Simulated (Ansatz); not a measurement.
Isomers of PbS$_{2}$⁻ (doublet), relaxed with PBE-D4/def2-TZVPD; total energies from Ansatz at ωB97X-V/def2-TZVPD.

```tsv
isomer	description	energy (Eh)
A	point group C2v; 2 × Pb–S 2.43 Å	-989.22456
B	point group C2v; 2 × Pb–S 2.63 Å; 1 × S–S 2.13 Å	-989.22661
```

In the def2 sets Pb takes a core potential; there is no spin–orbit coupling.

The isomers come from a short search, and lower ones may exist.

Work out the relative energies (1 Eh = 2625.5 kJ/mol) and the Boltzmann populations at 500 K from electronic energies alone (R = 8.314 J/mol/K).

ΔE: A 5.4, B 0.0 kJ/mol. RT = 4.16 kJ/mol. Factors exp(−ΔE/RT): A 0.273, B 1; sum 1.273. Populations: A 21.4 %, B 78.6 %. Zero-point energy, vibrational entropy and symmetry numbers are left out and can shift these; an error of 4 kJ/mol changes a ratio by a factor of 2.6. Over the other density-functional and correlated levels in def2 sets, the gap between B and A ranges from -16 to -1 kJ/mol.
